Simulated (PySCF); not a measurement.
TbC at HSE06

Level: HSE06. PySCF, spin-free X2C with a Gaussian nucleus, basis sets Tb x2c-SVPall, C x2c-SVPall.

| Quantity | Value |
| --- | --- |
| state | decet, about 8.1 electrons in the 4f shell (Mulliken), real f orbitals that mix terms |
| bond length | 2.018 Å |
| harmonic wavenumber | 722 cm⁻¹ |
| force constant | 3.42 mdyn/Å |
| rotational constant Be | 0.3709 cm⁻¹ |
| anharmonicity ωexe | 2.82 cm⁻¹ |
| vibration–rotation constant αe | 0.00173 cm⁻¹ |
| well depth De to Tb (4f9 6s2) + C | 3.40 eV |
| dissociation energy D0 | 3.36 eV |
| bond order (Mayer) | 2.26 |
| dipole moment (positive dipole means Tb(−)C(+)) | -4.72 D |

These are scalar-relativistic numbers at best; spin–orbit coupling would shift them, the dissociation energy most. The state is the lowest single determinant that the PBE0 search found; with open d or f shells the true ground state can be another one.
